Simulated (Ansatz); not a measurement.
Clusters of 7 atoms, alloy: PBE-D4/def2-TZVPD single points in Ansatz on relaxed structures, gas phase. Each cluster is the lowest isomer that a short search found in that spin, judged at the geometry's level, and lower ones may exist. Core potentials for Mo, Ru, no spin–orbit coupling. HOMO and LUMO are taken over both spins. Singlets are spin-restricted. A dash marks a value that wasn't run or was left out as unsound. The structures are stationary points that may keep the symmetry of their start. Remarks come from the PBE and PBE0 runs and from stability tests at other levels; not every state was tested.

| species | atoms | state | geometry | HOMO (eV) | LUMO (eV) | gap (eV) | lowest of the spins relaxed | point group (within 0.1 Å) | remarks |
| --- | --- | --- | --- | --- | --- | --- | --- | --- | --- |
| Li6Al | 7 | doublet | PBE0-D4/def2-TZVP | -2.64 | -2.11 | 0.53 | – | Cs | – |
| Si6Mo⁻ | 7 | doublet | PBE-D4/def2-SVPD | -0.52 | – | – | – | C3v | – |
| Al5Ru2⁻ | 7 | singlet | PBE-D4/def2-SVPD | -0.59 | – | – | – | Cs | restricted SCF unstable in HF |
| Zn5Cu2 | 7 | singlet | B3LYP-D4/def2-SVP | -4.58 | -3.12 | 1.46 | – | Cs | – |
| Co2Si5 | 7 | singlet | PBE-D4/def2-SVP | -4.90 | -4.31 | 0.60 | – | Cs | quintet lower at PBE0, restricted SCF unstable in HF, spin-contaminated (⟨S²⟩ up to 3.22) (triplet), spin-contaminated (⟨S²⟩ up to 6.19) (quintet) |

Question: Estimate the rows for Li5Al2 (doublet, r2SCAN-D4/def2-TZVP geometry); Si2Mo5⁻ (doublet, PBE-D4/def2-SVPD geometry).

Answer: 
```
species  atoms    state             geometry  HOMO (eV)  LUMO (eV)  gap (eV)  lowest of the spins relaxed  point group (within 0.1 Å)                                                                             remarks
 Li5Al2      7  doublet  r2SCAN-D4/def2-TZVP      -2.76      -2.26      0.51                            –                          Cs                                                                                   –
Si2Mo5⁻      7  doublet     PBE-D4/def2-SVPD      -0.04          –         –  doublet, of doublet/quartet                           –  spin-contaminated (⟨S²⟩ up to 1.30), spin-contaminated (⟨S²⟩ up to 4.30) (quartet)
```

The gap (eV) runs from 0.51 (Li5Al2) to 1.46 (Zn5Cu2).
